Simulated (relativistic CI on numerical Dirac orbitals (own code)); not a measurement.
## Ru³⁺ (4d5) in a crystal field

Calculated by Dirac-Coulomb-Breit CI, orbitals from a KLI potential per configuration, model QED, one configuration in a parametric crystal field, unscaled Slater integrals (own radial code). With so little scaling, terms lie 10 to 35 % too far apart, which can change the order of excited levels.

Field parameters in Wybourne normalisation: D4h B²₀ = −7Ds, B⁴₀ = 21(Dq − Dt), B⁴₄ = 21√(5/14) Dq; Td as Oh with Dq negative (B⁴₀ = 21Dq, B⁴₄ = √(5/14) B⁴₀). The field is a parameter set, without covalency.

S and J are read from ⟨S²⟩ = S(S + 1) and ⟨J²⟩ = J(J + 1) of each level; they are not fictitious spins.

D4h, 10Dq = 11950, Ds = -20, Dt = -480 cm⁻¹, the lowest 16 levels:

```
E (cm⁻¹)  Degeneracy  Irrep     S     J
     0.0           2     Γ7  2.49  2.51
    15.0           2     Γ7  2.49  2.51
    24.1           2     Γ6  2.49  2.51
   12730           2     Γ7  1.25  4.02
   13554           2     Γ7  1.48  3.88
   13753           2     Γ6  1.46  3.54
   14195           2     Γ6  1.50  3.30
   15847           2     Γ7  0.99  4.36
   16662           2     Γ7  0.95  4.24
   17588           2     Γ6  1.24  3.95
   18759           2     Γ6  1.05  4.33
   18930           2     Γ7  1.26  4.12
   20980           2     Γ7  1.46  3.21
   20986           2     Γ6  1.49  4.26
   21169           2     Γ6  1.48  4.05
   21207           2     Γ7  1.46  3.76
```

Principal g values of the ground doublet: 0.32, 0.32, 9.96.

Td, 10Dq = -12300 cm⁻¹, the lowest 10 levels:

```tsv
E (cm⁻¹)	Degeneracy	Irrep	S	J
0.0	2	Γ7	2.49	2.50
0.2	4	Γ8	2.49	2.50
17197	4	Γ8	1.40	3.65
17358	2	Γ7	1.43	3.93
17469	2	Γ6	1.50	3.26
17651	4	Γ8	1.49	3.59
21134	4	Γ8	0.86	4.39
22741	2	Γ6	1.50	4.50
22796	4	Γ8	1.49	4.67
22804	2	Γ7	1.36	3.59
```

Principal g values of the ground doublet: 3.33, 3.33, 3.33.

D4h, 10Dq = 12850, Ds = 2030, Dt = -540 cm⁻¹, the lowest 16 levels:

| E (cm⁻¹) | Degeneracy | Irrep | S | J |
| --- | --- | --- | --- | --- |
| 0.0 | 2 | Γ7 | 2.48 | 2.51 |
| 18.4 | 2 | Γ7 | 2.49 | 2.51 |
| 28.4 | 2 | Γ6 | 2.49 | 2.51 |
| 8442 | 2 | Γ7 | 0.77 | 4.34 |
| 11317 | 2 | Γ6 | 1.50 | 3.57 |
| 11535 | 2 | Γ6 | 1.49 | 3.64 |
| 11844 | 2 | Γ7 | 1.49 | 3.64 |
| 12839 | 2 | Γ7 | 1.36 | 3.85 |
| 15315 | 2 | Γ7 | 0.98 | 4.12 |
| 16345 | 2 | Γ6 | 1.17 | 4.09 |
| 16355 | 2 | Γ7 | 1.47 | 3.61 |
| 16646 | 2 | Γ7 | 1.49 | 3.84 |
| 16836 | 2 | Γ6 | 1.46 | 3.83 |
| 17528 | 2 | Γ6 | 1.45 | 3.94 |
| 18534 | 2 | Γ7 | 1.20 | 4.15 |
| 18648 | 2 | Γ6 | 1.11 | 4.26 |

Principal g values of the ground doublet: 0.85, 0.85, 9.82.

Td, 10Dq = -18000 cm⁻¹, the lowest 10 levels:

```json
{"E (cm⁻¹)": "0.0", "Degeneracy": "2", "Irrep": "Γ7", "S": "2.48", "J": "2.52"}
{"E (cm⁻¹)": "1.4", "Degeneracy": "4", "Irrep": "Γ8", "S": "2.48", "J": "2.51"}
{"E (cm⁻¹)": "9436", "Degeneracy": "4", "Irrep": "Γ8", "S": "0.76", "J": "4.22"}
{"E (cm⁻¹)": "10540", "Degeneracy": "2", "Irrep": "Γ7", "S": "1.04", "J": "4.44"}
{"E (cm⁻¹)": "12011", "Degeneracy": "2", "Irrep": "Γ6", "S": "1.50", "J": "3.21"}
{"E (cm⁻¹)": "12183", "Degeneracy": "4", "Irrep": "Γ8", "S": "1.49", "J": "3.42"}
{"E (cm⁻¹)": "13216", "Degeneracy": "4", "Irrep": "Γ8", "S": "1.38", "J": "3.93"}
{"E (cm⁻¹)": "14236", "Degeneracy": "2", "Irrep": "Γ7", "S": "1.15", "J": "4.47"}
{"E (cm⁻¹)": "18194", "Degeneracy": "2", "Irrep": "Γ7", "S": "1.48", "J": "3.17"}
{"E (cm⁻¹)": "18304", "Degeneracy": "2", "Irrep": "Γ6", "S": "1.50", "J": "4.23"}
```

Principal g values of the ground doublet: 3.32, 3.32, 3.32.

D4h, 10Dq = 18600, Ds = -1100, Dt = -140 cm⁻¹, the lowest 16 levels:

```tsv
E (cm⁻¹)	Degeneracy	Irrep	S	J
0.0	2	Γ7	2.48	2.53
10.6	2	Γ7	2.48	2.53
26.6	2	Γ6	2.48	2.52
5784	2	Γ7	0.70	4.51
7519	2	Γ6	0.73	4.30
8806	2	Γ7	1.05	4.23
10086	2	Γ7	1.44	3.89
10479	2	Γ6	1.48	3.40
10587	2	Γ6	1.45	3.50
10963	2	Γ7	1.20	4.18
11964	2	Γ6	1.49	3.70
12172	2	Γ7	1.46	3.74
13317	2	Γ6	1.47	3.71
13328	2	Γ7	1.48	3.48
19146	2	Γ6	1.49	4.19
19317	2	Γ6	1.49	3.97
```

Principal g values of the ground doublet: 2.09, 2.09, 9.01.

The free-ion ground term has S = 5/2. Every field shown keeps that spin.

Levels of this model without a field, named by their leading LS term: ⁶S5/2 0, ⁴G5/2 26990, ⁴G7/2 27190, ⁴G11/2 27271, ⁴G9/2 27315, ⁴P5/2 30594, ⁴P3/2 31000, ⁴P1/2 31553 cm⁻¹.
